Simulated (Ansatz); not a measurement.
Input file for BrCl2FHf, SMILES `[F][Hf]([Cl])([Cl])[Br]`:

```yaml
crystal:
  periodic: [false, false, false]
  atoms:
    - {symbol: F, position_ang: [-0.348725, -0.370731, 1.889378]}
    - {symbol: Hf, position_ang: [-0.006088, -0.055124, 0.068115]}
    - {symbol: Cl, position_ang: [1.965051, -1.134560, -0.517529]}
    - {symbol: Cl, position_ang: [-1.772339, -0.901076, -1.180192]}
    - {symbol: Br, position_ang: [0.212001, 2.387790, -0.301171]}
basis:
  gaussian: {orbitals: def2-TZVPP}
correlation: {method: ccsd_t}
output: {orbitals: {seedname: orbitals}}
```

```sh
$ ansatz run in.yaml --threads 4 --pin off --events-out ev --progress --plain --max-ram 10444MiB
```

Log, shortened:

```
Functional definition: HF
1403 factors; integrals over basis functions are off by at most 1.0e-3 eV
mean field evaluation 1: about -99011.8527 eV, gradient 4.1e1 eV
mean field evaluation 2: about -99012.0060 eV, gradient 4.1e1 eV
mean field evaluation 4: about -99015.6641 eV, gradient 1.9e0 eV
mean field evaluation 8: about -99015.7028 eV, gradient 2.4e-1 eV
mean field -99015.70305406 eV, -3638.7599719827 hartree, gradient 1.8e-6 eV, S^2 0.000000; 0 other end points of the search recorded, 0 dependent functions left out
20 core orbitals not correlated: weight in the atoms' cores, before any rotation towards them, 1.000 or more for the frozen orbitals, at most 0.000 for the correlated occupied ones
reference -99015.70305406 eV, -3638.7599719827 hartree; 25, 25 occupied and 174, 174 virtual orbitals, 1403 factors
second order -32.97323185 eV of doubles, -0.00000000 eV of singles
cycle   1  -32.73450317 eV  change    2.4e-1 eV  update   1.5e-1
cycle   2  -33.42895260 eV  change   -6.9e-1 eV  update   6.1e-2
cycle   3  -33.64549032 eV  change   -2.2e-1 eV  update   2.7e-2
cycle   4  -33.62668790 eV  change    1.9e-2 eV  update   7.7e-3
cycle   5  -33.61498122 eV  change    1.2e-2 eV  update   3.0e-3
cycle   6  -33.61588842 eV  change   -9.1e-4 eV  update   1.0e-3
cycle   7  -33.61601320 eV  change   -1.2e-4 eV  update   2.9e-4
cycle   8  -33.61581782 eV  change    2.0e-4 eV  update   1.2e-4
cycle   9  -33.61588890 eV  change   -7.1e-5 eV  update   3.8e-5
cycle  10  -33.61591983 eV  change   -3.1e-5 eV  update   1.2e-5
perturbative correction -1.36964868 eV, -0.0503336607 hartree
Total energy: -99050.68862257 eV, -3640.0456679114 hartree
```

Hardware: 4 threads of an AMD EPYC 7B13 on a shared host. Wall time 54 s, peak host memory 2.4 GiB.

Correlation energy per correlated electron: -0.700 eV. T1 diagnostic: 0.0134.
